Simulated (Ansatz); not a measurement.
```yaml
crystal:
  periodic: [false, false, false]
  atoms:
    - {symbol: C, position_ang: [-1.722480, 0.660310, -0.359828]}
    - {symbol: W, position_ang: [0.301781, 0.237772, -0.151321]}
    - {symbol: C, position_ang: [0.735899, -1.538169, 1.016714]}
    - {symbol: N, position_ang: [0.866906, -0.104522, -1.801157]}
    - {symbol: N, position_ang: [1.105185, 1.549892, 0.715935]}
    - {symbol: H, position_ang: [-2.003152, 1.556452, -0.964198]}
    - {symbol: H, position_ang: [-2.273572, -0.228896, -0.856882]}
    - {symbol: H, position_ang: [-2.230486, 0.816988, 0.562210]}
    - {symbol: H, position_ang: [1.723529, -1.727270, 1.142232]}
    - {symbol: H, position_ang: [0.169227, -2.331358, 0.514675]}
    - {symbol: H, position_ang: [0.297290, -1.332352, 2.026307]}
    - {symbol: H, position_ang: [1.454348, 0.155601, -2.520127]}
    - {symbol: H, position_ang: [1.693320, 2.318214, 0.740029]}
basis:
  gaussian: {orbitals: x2c-TZVPPall, point_charges: [{charge: 0.50, position_ang: [4.324, 0.475, -0.059]}]}
hamiltonian: {xc: {name: BLYP}}
multiplicity: 3
```

```sh
$ ansatz run in.yaml --threads 4 --pin off --events-out ev --progress --plain --max-ram 11315MiB
```

Question: How does Ansatz answer? (An estimate is asked.)

Answer: Ansatz gave: The input was rejected before any iteration.
```
Error: YAML parse error: error: line 20 column 1: unknown field `multiplicity`, expected one of crystal, accuracy, basis, kpoints, hamiltonian, magnetization, projection, total_charge, correlation, batch, efield, external_charges, scf, relax, neb, saddle, md, ramp, phonons, dielectric, real_time, elastic, magnetic_configurations, gw, evaluate, workflow, output, checkpoint, execution
18 |   gaussian: {orbitals: x2c-TZVPPall, point_charges: [{charge: 0.5…
19 | hamiltonian: {xc: {name: BLYP}}
20 | multiplicity: 3
```
